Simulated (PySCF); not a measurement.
An equivalent PySCF input for Se (selenium, neutral), [Ar] 3d10 4s2 4p4, high-spin 3P determinant, with the non-relativistic Hamiltonian (point nucleus):

```python
from pyscf import gto, scf, dft, mp, cc
import basis_set_exchange as bse
mol = gto.M(atom="Se 0 0 0", charge=0, spin=2, symmetry="D2h",
            basis=gto.basis.parse(bse.get_basis("6-31G*", elements=["Se"], fmt="nwchem", header=False)))
mf = dft.UKS(mol, xc="M06L")
mf.irrep_nelec = {'Ag': (6, 6), 'B1g': (1, 1), 'B2g': (1, 1), 'B3g': (1, 1), 'B1u': (3, 2), 'B2u': (3, 3), 'B3u': (3, 2)}
mf.kernel()
```

It reaches the same state as the run whose output follows, with an energy that differs only through the grid. The run itself started from symmetry-adapted Hartree-Fock orbitals and held the occupation by maximum overlap, on a logarithmic radial grid, so the iterations belong to that start.

```
SCF conv_tol = 1e-09
number electrons alpha = 18  beta = 16
XC functionals = M06L
    Y. Zhao and D. G. Truhlar.,  J. Chem. Phys. 125, 194101 (2006)
    Y. Zhao and D. G. Truhlar.,  J. Chem. Phys. 125, 194101 (2006)
    Y. Zhao and D. G. Truhlar.,  Theor. Chem. Acc. 120, 215 (2008)
cycle= 1 E= -2401.10423581377  delta_E= -0.00477  |g|= 0.0414  |ddm|= 0.108
cycle= 2 E= -2401.10431837634  delta_E= -8.26e-05  |g|= 0.0333  |ddm|= 0.0232
cycle= 3 E= -2401.10445245489  delta_E= -0.000134  |g|= 0.00108  |ddm|= 0.0123
cycle= 4 E= -2401.10445300223  delta_E= -5.47e-07  |g|= 0.000315  |ddm|= 0.00253
cycle= 5 E= -2401.10445305173  delta_E= -4.95e-08  |g|= 8.41e-06  |ddm|= 0.000646
cycle= 6 E= -2401.10445305181  delta_E= -7.23e-11  |g|= 6.09e-07  |ddm|= 2.85e-05
converged SCF energy = -2401.10445305181  <S^2> = 2.0037107  2S+1 = 3.0024728
```
